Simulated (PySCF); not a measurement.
GeH4Zn, SMILES [ZnH][GeH3]. Atoms are numbered in the order given.

```xyz
6

Zn     0.0000     0.0000     1.2847
H      0.0000     0.0000     2.8408
Ge     0.0000     0.0000    -1.1315
H      1.2356    -0.7134    -1.7240
H      0.0000     1.4268    -1.7240
H     -1.2356    -0.7134    -1.7240
```
Charge 0, spin multiplicity 1.

The structure is a stationary point at B3LYP-D3(BJ)/def2-TZVP.

Level of theory: r2SCAN/def2-TZVPD run with PySCF.

The molecule is in vacuum.

```json
{
 "total_energy": "-3858.75942 hartree",
 "point_group": "C3v",
 "highest_occupied_level": "-6.58 eV",
 "lowest_empty_level": "-1.50 eV",
 "orbital_gap": "5.08 eV",
 "dipole_moment": "0.39 D",
 "quadrupole, principal values (traceless, Buckingham form, about the centre of nuclear charge)": "-7.34, 3.67, 3.67 D·Å",
 "mean_static_polarisability": "66.1 bohr³ (9.79 Å³)",
 "polarisability_principal_values": "55.3, 55.3, 87.5 bohr³"
}
```
